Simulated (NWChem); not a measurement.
SeIBr; SMILES Br[Se]I

This build's default masses of Se (78.918 u) and Br (79.917 u) are each other's, which moves their modes by up to 0.6 %. def2 effective core potentials on I; no spin-orbit coupling.

Problem. Give the equilibrium geometry at PBE0/def2-SVP with def2 effective core potentials on I (NWChem) as an XYZ file, with the point group.

Solution. point group Cs; any orientation.
```
3

Se     1.0462     0.4494     0.0000
Br    -0.5849     2.1022     0.0000
I     -0.2846    -1.6899     0.0000
```
